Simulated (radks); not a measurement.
Values are calculated unless marked as measured or tabulated.
How relativity changes the ionisation of the rubidium ion Rb+ ([Kr]) to Rb2+ ([Ar] 3d10 4s2 4p5). Spin-unpolarised spherical Kohn-Sham, PBE, point nucleus unless stated (finite: rms radius 4.2036 fm), a radial shooting solver on a logarithmic mesh with Libxc functionals. A level marked "c x" has the speed of light scaled by that factor and shares open shells by 2j + 1; other Dirac levels either fill j = l - 1/2 first or share by 2j + 1.

\begin{tabular}{lrrrrr}
level & E(Rb+) (hartree) & E(Rb2+) (hartree) & IE (eV) & HOMO & <r> HOMO (bohr) \\ \hline
non-rel. & -2939.57022 & -2938.55644 & 27.587 & 4p & 1.721 \\
scalar-rel. & -2981.04383 & -2980.02934 & 27.606 & 4p & 1.714 \\
scalar-rel., finite nucleus & -2981.01640 & -2980.00190 & 27.606 & 4p & 1.714 \\
Dirac, 2j+1 shares & -2981.30006 & -2980.28519 & 27.616 & 4p3/2 & 1.727 \\
Dirac, low j first & -2981.30006 & -2980.29719 & 27.289 & 4p3/2 & 1.727 \\
Dirac, 2j+1 shares, finite nucleus & -2981.27259 & -2980.25772 & 27.616 & 4p3/2 & 1.727 \\
Dirac, c x 0.75 & -3015.97416 & -3014.95812 & 27.648 & 4p3/2 & 1.732 \\
Dirac, c x 1.25 & -2965.92784 & -2964.91341 & 27.604 & 4p3/2 & 1.725 \\
Dirac, c x 100 & -2939.57425 & -2938.56046 & 27.587 & 4p3/2 & 1.721 \\
\end{tabular}

NIST Atomic Spectra Database: 27.290 eV (measured). The relativistic part of the total energy of Rb+ is -41.7 hartree (Dirac, 2j+1 shares, finite nucleus), 1.4 % of the non-relativistic value. Spin polarisation and multiplet splitting of open shells are left out at every level.

Beside tabulated values, note that relativity, absent from the non-relativistic runs, is large for the heavy elements, and spin-unpolarised runs miss the spin-polarisation part of the exchange energy of open shells.
